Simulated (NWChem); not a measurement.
System: CH$_{3}$F$_{2}$OSb; SMILES C[O][Sb]([F])[F]

NWChem input:

```
start job
memory heap 200 mb stack 900 mb global 1100 mb
geometry units angstroms noautoz
  Sb     0.230822    -0.559850     0.000000
  F     -1.092982    -0.396715    -1.397007
  F     -1.092982    -0.396715     1.397007
  O      0.769099     1.314748     0.000000
  C     -0.168493     2.371187     0.000000
  H      0.391839     3.318558     0.000000
  H     -0.813686     2.343662    -0.894219
  H     -0.813686     2.343662     0.894219
end
basis spherical
  * library def2-svpd
end
ecp
  Sb library def2-ecp
end
dft
  xc b3lyp
  iterations 150
end
tddft
  cis
  nroots 6
  notriplet
end
task tddft energy
```

Structure relaxed at the PBE0/def2-SVP level. No frequency run checked for a minimum. def2 effective core potentials on Sb; no spin-orbit coupling.

Vertical excitations in the gas phase.

Problem. Predict the main results of this run. (B3LYP/def2-SVPD with def2 effective core potentials on Sb, TDA.) Quantities: lowest excitation, singlet (eV); oscillator strength of that lowest state; lowest state with f > 0.02, singlet (eV); oscillator strength of that bright state; orbital gap (eV).

Solution. The lowest excitation, singlet (eV) comes out as 5.62 and the oscillator strength of that lowest state is 0.000. The lowest state with f > 0.02, singlet (eV) comes out as 6.17 and the oscillator strength of that bright state is 0.054. The orbital gap (eV) is 6.52.
